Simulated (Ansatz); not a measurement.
Start from `[AlH2][O][SiH2]S` and change one atom or group to get `SCO[SiH2]S`.

Ansatz, PBE0-D4/def2-TZVP geometries, multiplicity 1. Each molecule was computed in one conformer, which needn't be the lowest.

```tsv
property	`[AlH2][O][SiH2]S`
LUMO energy (ωB97M-V/def2-TZVPP) / eV	0.33
HOMO energy (ωB97M-V/def2-TZVPP) / eV	-9.81
LUMO energy (PBE0/def2-TZVPP) / eV	-1.25
HOMO energy (B3LYP/def2-TZVPP) / eV	-7.33
HOMO–LUMO gap (ωB97M-V/def2-TZVPP) / eV	10.13
LUMO energy (PBE/def2-TZVPP) / eV	-2.03
```

Question: Give the same properties after the change, and the shifts. (An estimate is asked.)

Answer: The calculation gave: 
| property | `SCO[SiH2]S` | shift |
| --- | --- | --- |
| LUMO energy (ωB97M-V/def2-TZVPP) / eV | 1.88 | 1.55 |
| HOMO energy (ωB97M-V/def2-TZVPP) / eV | -9.45 | 0.36 |
| LUMO energy (PBE0/def2-TZVPP) / eV | 0.15 | 1.40 |
| HOMO energy (B3LYP/def2-TZVPP) / eV | -6.95 | 0.38 |
| HOMO–LUMO gap (ωB97M-V/def2-TZVPP) / eV | 11.33 | 1.20 |
| LUMO energy (PBE/def2-TZVPP) / eV | -0.75 | 1.28 |

With PBE0 the HOMO rises by 0.40 eV and the LUMO rises by 1.40 eV, so the gap widens by about 1.00 eV. PBE moves the HOMO by 0.43 eV and ωB97M-V by 0.36 eV.

B3LYP here is the variant with VWN-RPA as its local correlation; programs differ in this.
